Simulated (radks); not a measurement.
Polarisability of the aluminium ion Al3+, [Ne], at imaginary frequency. Method: scalar-relativistic Kohn-Sham, PBE, spin-polarised, spherical densities, finite nucleus; Fermi nuclear charge, rms radius 3.061 fm; computed with a radial shooting solver on a logarithmic mesh with Libxc functionals. Response by self-consistent Sternheimer equations with the Hartree and adiabatic LDA kernel, the relativistic mass of each level held fixed and spin-orbit coupling left out.

| w (hartree) | alpha1(iw) (bohr^3) | alpha2(iw) (bohr^5) |
|---|---|---|
| 0.00266 | 0.2831 | 0.2433 |
| 0.0143 | 0.2831 | 0.2433 |
| 0.0360 | 0.2831 | 0.2433 |
| 0.0697 | 0.2830 | 0.2433 |
| 0.118 | 0.2829 | 0.2431 |
| 0.186 | 0.2825 | 0.2428 |
| 0.280 | 0.2817 | 0.2422 |
| 0.413 | 0.2800 | 0.2409 |
| 0.605 | 0.2766 | 0.2383 |
| 0.892 | 0.2695 | 0.2327 |
| 1.35 | 0.2543 | 0.2208 |
| 2.12 | 0.2231 | 0.1959 |
| 3.59 | 0.1654 | 0.1484 |
| 6.94 | 0.08584 | 0.07885 |
| 17.5 | 0.02176 | 0.01968 |

Static values: alpha1 = 0.2831 bohr^3 (0.04196 angstrom^3; uncoupled 0.3186), alpha2 = 0.2433 bohr^5, alpha3 = 0.3624 bohr^7. C6 = 0.2643, C8 = 1.166, triple-dipole C9 = 0.05419 atomic units. One-pole (London) frequency 4 C6 / (3 alpha1^2) = 4.396 hartree, against 3.827 for minus the highest occupied eigenvalue.
